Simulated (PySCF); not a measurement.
Species: `O=C(O[SiH3])C(=O)OCC(F)(F)F`. The columns A, B, C and D hold Mulliken, IAO, Hirshfeld and ESP-fitted charges (e) of one PBE0/pcSseg-1 density (PySCF), in a shuffled order. Coordinates in Å (GFN2-xTB); the density's dipole moment is (-1.35, -0.08, -0.07) D.

```tsv
atom	x	y	z	A	B	C	D
O1	-1.894	0.415	-1.358	-0.507	-0.237	-0.423	-0.374
C2	-1.435	-0.115	-0.385	+0.681	+0.211	+0.496	+0.513
O3	-2.058	-0.293	0.744	-0.491	-0.174	-0.551	-0.557
Si4	-3.656	0.170	0.990	+0.585	+0.411	+0.852	+0.685
C5	-0.013	-0.706	-0.353	+0.565	+0.208	+0.484	+0.500
O6	0.266	-1.794	0.060	-0.463	-0.229	-0.415	-0.371
O7	0.855	0.161	-0.890	-0.340	-0.094	-0.318	-0.455
C8	2.215	-0.226	-0.933	-0.133	-0.011	-0.116	-0.003
C9	2.999	0.542	0.135	+0.478	+0.257	+0.808	+0.756
F10	2.438	0.436	1.341	-0.141	-0.089	-0.274	-0.258
F11	3.090	1.845	-0.144	-0.161	-0.093	-0.276	-0.260
F12	4.250	0.077	0.233	-0.184	-0.090	-0.280	-0.265
H13	-3.731	1.616	0.825	-0.075	-0.063	-0.118	-0.077
H14	-3.778	-0.305	2.358	-0.079	-0.063	-0.115	-0.091
H15	-4.477	-0.538	0.017	-0.077	-0.063	-0.118	-0.077
H16	2.614	0.029	-1.917	+0.177	+0.068	+0.185	+0.167
H17	2.309	-1.301	-0.731	+0.163	+0.051	+0.181	+0.168
```

**Question.** Which column most likely holds the ESP-fitted charges?

**Answer.** A. Σ q r misses the density's dipole by 0.05 D (A), 0.55 D (B), 1.27 D (D), 1.32 D (C). Charges fitted to the outside potential are the only set here that is tied to the molecule's multipoles.

**Question.** And the Hirshfeld charges?

**Answer.** B. The mean sizes are 0.142 e (B), 0.312 e (A), 0.328 e (D), 0.354 e (C), and Hirshfeld charges are commonly the smallest of these schemes.

As computed, A = ESP-fitted, B = Hirshfeld, C = IAO, D = Mulliken. Hydrogens on carbon: ESP-fitted +0.16 to +0.18, Hirshfeld +0.05 to +0.07, IAO +0.18 to +0.19, Mulliken +0.17 to +0.17 e.

The ESP scheme is a least-squares fit of atom-centred charges to the potential on four shells outside the van der Waals surface, with the total charge fixed. The Mulliken scheme counts on each atom the diagonal of the density matrix times the overlap matrix over that atom's basis functions.

Geometry: GFN2-xTB, one conformer, isolated molecule.
